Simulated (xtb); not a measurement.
C$_{5}$H$_{14}$O$_{2}$Si, charge -1, doublet, at the geometry of the source list (a state made from the parent by changing its charge; the spin is typed, not shown lowest); GFN2-xTB (xtb).

Input for xtb:
```
$ xtb mol.xyz --gfn 2 --chrg -1 --uhf 1 --json

# file mol.xyz
22

Si     0.11410000    -1.27110000     0.50470000
C     -0.59030000    -2.58580000    -0.65970000
O     -0.95820000    -0.16870000     1.03870000
C     -1.83750000     0.67410000     0.34030000
C     -2.57130000     1.56900000     1.32830000
O      1.31760000    -0.64410000    -0.39320000
C      2.16800000     0.42670000    -0.07950000
C      2.77500000     0.98860000    -1.35690000
H      0.54220000    -1.74380000     1.81620000
H     -1.03660000    -2.14790000    -1.54910000
H     -1.35960000    -3.15830000    -0.15160000
H      0.17610000    -3.27950000    -0.98620000
H     -1.27550000     1.28440000    -0.37840000
H     -2.55630000     0.06520000    -0.22170000
H     -3.13070000     0.95880000     2.03200000
H     -3.25690000     2.22570000     0.79980000
H     -1.85810000     2.17080000     1.88540000
H      1.61060000     1.20570000     0.45480000
H      2.95980000     0.06340000     0.58700000
H      1.99550000     1.39580000    -1.99650000
H      3.48620000     1.77480000    -1.11720000
H      3.28590000     0.19600000    -1.89740000
```

The log (banner, timings and long lists left out):

```
   ID    Z sym.   atoms
    1   14 Si     1
    2    6 C      2, 4, 5, 7, 8
    3    8 O      3, 6
    4    1 H      9-22

           -------------------------------------------------
          |                Calculation Setup                |
           -------------------------------------------------

           -------------------------------------------------
          |                 G F N 2 - x T B                 |
           -------------------------------------------------

          ...................................................
          :                      SETUP                      :
          :.................................................:
          :  # basis functions                  52          :
          :  # atomic orbitals                  51          :
          :  # shells                           31          :
          :  # electrons                        51          :
          :  max. iterations                   250          :
          :  Hamiltonian                  GFN2-xTB          :
          :  restarted?                      false          :
          :  GBSA solvation                  false          :
          :  PC potential                    false          :
          :  electronic temp.          300.0000000     K    :
          :  accuracy                    1.0000000          :
          :  -> integral cutoff          0.2500000E+02      :
          :  -> integral neglect         0.1000000E-07      :
          :  -> SCF convergence          0.1000000E-05 Eh   :
          :  -> wf. convergence          0.1000000E-03 e    :
          :  Broyden damping             0.4000000          :
          :  net charge                         -1          :
          :  unpaired electrons                  1          :
          ...................................................

 iter      E             dE          RMSdq      gap      omega  full diag
   1    -27.9989965 -0.279990E+02  0.642E+00    0.24       0.0  T
   2    -28.1179489 -0.118952E+00  0.382E+00    0.46       1.0  T
   3    -28.1222011 -0.425228E-02  0.225E+00    0.52       1.0  T
   4    -28.1236280 -0.142685E-02  0.810E-01    0.70       1.0  T
   5    -28.1267326 -0.310457E-02  0.409E-01    0.70       1.0  T
   6    -28.1267311  0.142611E-05  0.153E-01    0.73       1.0  T
   7    -28.1268516 -0.120497E-03  0.673E-02    0.73       1.0  T
   8    -28.1268567 -0.509217E-05  0.314E-02    0.73       1.0  T
   9    -28.1268570 -0.295853E-06  0.217E-02    0.73       1.0  T
  10    -28.1268572 -0.146080E-06  0.863E-03    0.73       2.5  T
  11    -28.1268572 -0.764276E-07  0.507E-03    0.73       4.2  T
  12    -28.1268572 -0.138578E-07  0.113E-03    0.73      18.9  T
  13    -28.1268572 -0.136871E-08  0.343E-04    0.73      62.2  T
  14    -28.1268572 -0.118259E-09  0.210E-04    0.73     101.4  T

   *** convergence criteria satisfied after 14 iterations ***

         :::::::::::::::::::::::::::::::::::::::::::::::::::::
         ::                     SUMMARY                     ::
         :::::::::::::::::::::::::::::::::::::::::::::::::::::
         :: total energy             -27.814272926907 Eh    ::
         :: gradient norm              0.119303430766 Eh/a0 ::
         :: HOMO-LUMO gap              0.727253040265 eV    ::
         ::.................................................::
         :: SCC energy               -28.126760534810 Eh    ::
         :: -> isotropic ES            0.161005875381 Eh    ::
         :: -> anisotropic ES          0.016059530379 Eh    ::
         :: -> anisotropic XC         -0.001229524700 Eh    ::
         :: -> dispersion             -0.015513624996 Eh    ::
         :: repulsion energy           0.312487607903 Eh    ::
         :: add. restraining           0.000000000000 Eh    ::
         :: total charge              -1.000000000000 e     ::
         :::::::::::::::::::::::::::::::::::::::::::::::::::::

           -------------------------------------------------
[...]
     4   6 C        3.716     0.098    19.084     6.241
     5   6 C        3.751    -0.093    22.339     6.740
     6   8 O        1.621    -0.442    21.700     6.287
     7   6 C        3.731     0.102    18.996     6.222
     8   6 C        3.751    -0.095    22.384     6.747
     9   1 H        0.920    -0.165     8.510     4.562
    10   1 H        0.925    -0.057     4.256     3.226
    11   1 H        0.925    -0.068     4.569     3.343
    12   1 H        0.925    -0.029     3.618     2.975
    13   1 H        0.924    -0.022     3.475     2.915
    14   1 H        0.924    -0.023     3.480     2.917
    15   1 H        0.925     0.025     2.658     2.549
    16   1 H        0.925    -0.007     3.175     2.786
    17   1 H        0.925     0.024     2.678     2.559
    18   1 H        0.924    -0.023     3.485     2.920
    19   1 H        0.924    -0.016     3.349     2.862
    20   1 H        0.925     0.025     2.660     2.551
    21   1 H        0.925     0.001     3.044     2.728
    22   1 H        0.925     0.032     2.559     2.502

 Mol. C6AA /au·bohr⁶  :       4730.454280
 Mol. C8AA /au·bohr⁸  :     117507.895466
 Mol. α(0) /au        :        107.291855

Wiberg/Mayer (AO) data.
largest (>0.10) Wiberg bond orders for each atom

 ---------------------------------------------------------------------------
     #   Z sym  total        # sym  WBO       # sym  WBO       # sym  WBO
 ---------------------------------------------------------------------------
     1  14 Si   3.716 --     3 O    1.048     6 O    0.952     9 H    0.850
                             2 C    0.777
     2   6 C    3.921 --    11 H    1.015    12 H    1.009    10 H    0.998
                             1 Si   0.777
     3   8 O    2.162 --     1 Si   1.048     4 C    0.942
     4   6 C    3.987 --     5 C    1.009    13 H    0.974    14 H    0.973
                             3 O    0.942
     5   6 C    3.998 --     4 C    1.009    15 H    0.989    17 H    0.989
                            16 H    0.983
     6   8 O    2.110 --     7 C    1.002     1 Si   0.952
     7   6 C    3.985 --     8 C    1.006     6 O    1.002    18 H    0.979
                            19 H    0.970
     8   6 C    3.998 --     7 C    1.006    20 H    0.989    22 H    0.988
                            21 H    0.986
     9   1 H    0.972 --     1 Si   0.850
    10   1 H    0.997 --     2 C    0.998
    11   1 H    0.995 --     2 C    1.015
    12   1 H    0.999 --     2 C    1.009
    13   1 H    1.000 --     4 C    0.974
    14   1 H    0.999 --     4 C    0.973
    15   1 H    0.999 --     5 C    0.989
    16   1 H    0.998 --     5 C    0.983
    17   1 H    0.999 --     5 C    0.989
    18   1 H    0.999 --     7 C    0.979
    19   1 H    1.000 --     7 C    0.970
    20   1 H    0.999 --     8 C    0.989
    21   1 H    0.999 --     8 C    0.986
    22   1 H    0.999 --     8 C    0.988
 ---------------------------------------------------------------------------

Topologies differ in total number of bonds
Writing topology from bond orders to xtbtopo.mol

molecular dipole:
                 x           y           z       tot (Debye)
 q only:        0.166       1.920      -0.297
   full:       -0.531       2.727      -0.996       7.500
molecular quadrupole (traceless):
                xx          xy          yy          xz          yz          zz
 q only:        1.051      -1.032      -4.732       1.832      -1.742       3.681
  q+dip:        3.139       1.809      -7.526       1.752       2.156       4.387
   full:        3.922       3.984      -7.013       2.095       1.964       3.091

           -------------------------------------------------
          | TOTAL ENERGY              -27.814272926907 Eh   |
          | GRADIENT NORM               0.119303430766 Eh/α |
          | HOMO-LUMO GAP               0.727253040265 eV   |
           -------------------------------------------------

normal termination of xtb
```
